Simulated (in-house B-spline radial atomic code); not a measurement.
# RPA and G0W0 on B3LYP (VWN-RPA): Ar³⁺

Configuration [Ne] 3s2 3p3, highest spin, mean-field start B3LYP (VWN-RPA). Computed with a B-spline radial code for spherical atoms: all electrons, scalar-relativistic (spin-free one-electron X2C), finite nucleus, each spin shell either full or empty, empty states to l = 9 with an (l + 1/2)⁻⁴ tail; G0W0 by contour deformation at full frequency.

Command:
```bash
python run_gw.py task.json out
```
Settings (radii: box in bohr, nucleus in fm):
```
Z                        18
electrons                15
configuration            [Ne] 3s2 3p3
hamiltonian              x2c
method                   b3lyp
lmax                     9
rms_radius               3.4274
spin_polarised           True
box_radius               14.14
intervals                69
```

Time taken, with all properties: 3 s on 1 thread of Arm Neoverse N1 (shared host).

Energies (hartree):

```tsv
term	value
mean-field total	-526.29608
Hartree-Fock functional on these orbitals	-525.67520
direct second order	-1.0201
second-order exchange	0.37216
SOSEX correction	0.33817
```

(1) What is the RPA correlation energy, and what remains with SOSEX?

Quasi-particle levels (eV):

| level | occupied | mean field | Σx - vxc | Σc | QP weight | G0W0 |
| --- | --- | --- | --- | --- | --- | --- |
| 3p up | yes | -53.17 | -5.93 | ? | ? | ? |
| 3s down | yes | -64.32 | -3.31 | -2.41 | 0.944 | -70.05 |
| 3p down | no | -46.02 | 7.96 | -3.09 | 0.941 | -41.14 |

G0W0 = mean field + (Σx - vxc) + Σc, with Σc (partial-wave tail included) taken at the quasi-particle energy. Only the outer levels were computed. Levels of low weight are left out.

(2) Where does G0W0 put 3p up?

Results:

(1) RPA gives -0.89784 hartree (-1.63 eV per electron); RPA + SOSEX gives -0.55966, and the second-order doubles -0.64792 hartree (no singles). SOSEX takes back 38 % of the RPA value.

(2) At -59.24 eV, with Σc = -0.14 eV and a quasi-particle weight of 0.940. The tabulated removal energy is 59.58 ± 0.18 eV (NIST, semi-empirical); the calculation leaves out spin-orbit coupling, Breit and QED terms, and what these don't explain is the method's own error.
